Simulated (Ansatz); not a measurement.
Ideal-gas functions of CH2BFS, SMILES `FC1BS1` at 298.15 K and 1 bar, from an Ansatz frequency run at PBE0-D4/def2-TZVP.

Molar mass 75.9 g/mol, point group C1 (symmetry number 1), electronic degeneracy 1, moments of inertia 34.637, 101.827, 122.562 u Å². Harmonic wavenumbers (cm⁻¹, unscaled): 332, 391, 634, 716, 775, 902, 976, 1007, 1205, 1349, 2761, 3172.

Use S(trans) = R[1.5 ln M + 2.5 ln T − 1.1517]; rotational temperatures θ = 24.2544 K / I; S(rot) = R[ln(√π/σ · √(T³/θAθBθC)) + 1.5]; for each mode x = 1.438777 ν̃/T, S = R[x/(eˣ − 1) − ln(1 − e⁻ˣ)] and H = RT x/(eˣ − 1); 1 cm⁻¹ = 0.0119627 kJ/mol; R = 8.31446 J/(mol·K).

Problem. By hand: the entropy, in J/(mol·K).

Solution. Translation 162.9. Rotation: θ = 0.7002, 0.2382, 0.1979 K, giving 102.5. Vibration, mode by mode: 5.23, 4.17, 1.65, 1.20, 0.96, 0.58, 0.43, 0.38, 0.17, 0.09, 0.00, 0.00, in all 14.9. Electronic 0.0. Sum 280.3 J/(mol·K).

Problem. By hand: H − E and G − E in kJ/mol, counted from the electronic energy.

Solution. Zero-point energy ½ × 14220 × 0.0119627 = 85.1; thermal vibration 3.1; translation, rotation and pV give 4 RT = 9.9. H − E = 98.1 kJ/mol, and G − E = 98.1 − 298.15 × 280.3/1000 = 14.5 kJ/mol.

Vibration gives 5 % of the entropy. The sum counts one conformer and one mirror image; others add a mixing term.
